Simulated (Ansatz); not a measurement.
`[SiH3][O][Mg][O][SiH3]` and `[SiH3][O][Zn][O][SiH3]` differ in one element.

Ansatz, PBE0-D4/def2-TZVP geometries, multiplicity 1. Each molecule was computed in one conformer, which needn't be the lowest.

Scalar relativity is left out up to krypton.

```tsv
property	`[SiH3][O][Mg][O][SiH3]`
LUMO energy (PBE0/def2-TZVPP) / eV	-1.64
HOMO–LUMO gap (ωB97M-V/def2-TZVPP) / eV	10.16
HOMO energy (PBE0/def2-TZVPP) / eV	-8.21
HOMO energy (PBE/def2-TZVPP) / eV	-6.80
HOMO–LUMO gap (B3LYP/def2-TZVPP) / eV	6.06
HOMO–LUMO gap (PBE/def2-TZVPP) / eV	4.39
```

Question: Give the same properties after the change, and the shifts. (Estimate.)

Answer: Computed: 
| property | `[SiH3][O][Zn][O][SiH3]` | shift |
| --- | --- | --- |
| LUMO energy (PBE0/def2-TZVPP) / eV | -1.53 | 0.11 |
| HOMO–LUMO gap (ωB97M-V/def2-TZVPP) / eV | 10.83 | 0.67 |
| HOMO energy (PBE0/def2-TZVPP) / eV | -8.37 | -0.16 |
| HOMO energy (PBE/def2-TZVPP) / eV | -6.93 | -0.13 |
| HOMO–LUMO gap (B3LYP/def2-TZVPP) / eV | 6.33 | 0.27 |
| HOMO–LUMO gap (PBE/def2-TZVPP) / eV | 4.47 | 0.08 |

With PBE0 the HOMO falls by 0.16 eV and the LUMO rises by 0.11 eV, so the gap widens by about 0.27 eV. PBE moves the HOMO by -0.13 eV and ωB97M-V by -0.16 eV.

B3LYP here is the variant with VWN-RPA as its local correlation; programs differ in this.
